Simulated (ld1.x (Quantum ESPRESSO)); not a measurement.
**Transferability test, TM semilocal potential for Tl**

- Element: thallium
- Generator: ld1.x (Quantum ESPRESSO) 7.5
- Type: norm-conserving Troullier–Martins (semilocal form)
- Functional: PBE
- Relativity: scalar-relativistic
- Frozen core: [Xe] 4f14 5d10
- Valence charge: 3
- Reference configuration: 6s2 6p0 (charge +1)
- Partial waves: 6p (bound, empty): rc 1.95 bohr; 6s (bound): rc 2.20 bohr
- Local potential: the s channel
- Core correction: none

Energies are relative to the spin-unpolarised reference configuration 6s2 6p0; without spin polarisation the order of configurations can differ from experiment.

Problem. Give the all-electron excitation energy and the error of the potential for: 6s2 6p1; 6s1 6p0; 6s2 6p0.5; 6s1 6p1; 6s2 6p1.3; 6s1 6p2; 6s0 6p3.

Solution.

| valence configuration | charge | ΔE all-electron (eV) | error AE − PS (meV) |
| --- | --- | --- | --- |
| 6s2 6p1 | 0 | -5.167 | +80 |
| 6s1 6p0 | +2 | 20.780 | +73 |
| 6s2 6p0.5 | +0.5 | -3.314 | +26 |
| 6s1 6p1 | +1 | 8.277 | +92 |
| 6s2 6p1.3 | -0.3 | -5.661 | +112 |
| 6s1 6p2 | 0 | 2.236 | +264 |
| 6s0 6p3 | 0 | 10.043 | +691 |
